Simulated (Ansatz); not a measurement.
The lowest doublet and quartet of NO (SMILES [N]=O); geometries from B3LYP-D3(BJ)/def2-TZVP, each state relaxed from the structure named, with no frequency check.
Doublet (charge 0, multiplicity 2):
```xyz
2

N      0.000     0.000    -0.611
O      0.000     0.000     0.534
```
Quartet (charge 0, multiplicity 4):
```xyz
2

N      0.00000     0.00000    -0.75733
O      0.00000     0.00000     0.66267
```

A positive gap puts the quartet lower; no zero-point energy. U- takes an unrestricted doublet. The quartet is unrestricted in single-reference levels. Active spaces average the two states.

Correlated levels freeze the cores.

Codes used: Ansatz (Gaussian orbitals). 

U-PBE/def2-TZVPP gives -4.775 eV for the gap E(doublet) − E(quartet), adiabatic.

**Question.** How do the other levels lie against it? Give each less PBE: U-r2SCAN/def2-TZVPP, U-B3LYP/def2-TZVPP, U-wB97M-V/def2-TZVPP, U-B2PLYP/def2-TZVPP, U-MP2/cc-pVQZ, U-CCSD(T)/cc-pVQZ, SC-NEVPT2 on SA-CASSCF(11,8)/cc-pVQZ, FIC-MRCISD+Q on SA-CASSCF(11,8)/cc-pVQZ.

**Answer.** U-r2SCAN/def2-TZVPP 0.411; U-B3LYP/def2-TZVPP 0.216; U-wB97M-V/def2-TZVPP 0.020; U-B2PLYP/def2-TZVPP 0.043; U-MP2/cc-pVQZ -0.419; U-CCSD(T)/cc-pVQZ 0.046; SC-NEVPT2 on SA-CASSCF(11,8)/cc-pVQZ 0.044; FIC-MRCISD+Q on SA-CASSCF(11,8)/cc-pVQZ 0.025 eV. 7 of 8 lie above PBE; the widest gap is to U-MP2/cc-pVQZ.

Ansatz is a program for electronic structure.
